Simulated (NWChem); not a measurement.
System: CH₄F₂Si; SMILES F[SiH](F)C

Here is an NWChem input.

```
start job
memory heap 200 mb stack 900 mb global 1100 mb
geometry units angstroms noautoz
  Si    -0.000174    -0.064445     0.335910
  C     -0.000562     1.690257    -0.236981
  F     -1.295841    -0.829825    -0.256373
  F      1.295295    -0.829658    -0.256993
  H      0.000162    -0.247281     1.806185
  H     -0.891872     2.220840     0.131751
  H      0.892461     2.220278     0.128393
  H     -0.002603     1.736897    -1.336849
end
basis spherical
  * library 6-31g*
end
dft
  xc xctpssh
  iterations 150
  mulliken
end
task dft energy
```

The geometry was optimised at PBE0/def2-SVP.

Problem. Predict the main results of this run. (TPSSh/6-31G* (spherical d).) Quantities: energy (Ha); highest occupied level (eV); orbital gap (eV); dipole (D).

Solution. 
```yaml
energy (Ha): -529.81
highest occupied level (eV): -8.51
orbital gap (eV): 9.66
dipole (D): 2.13
```
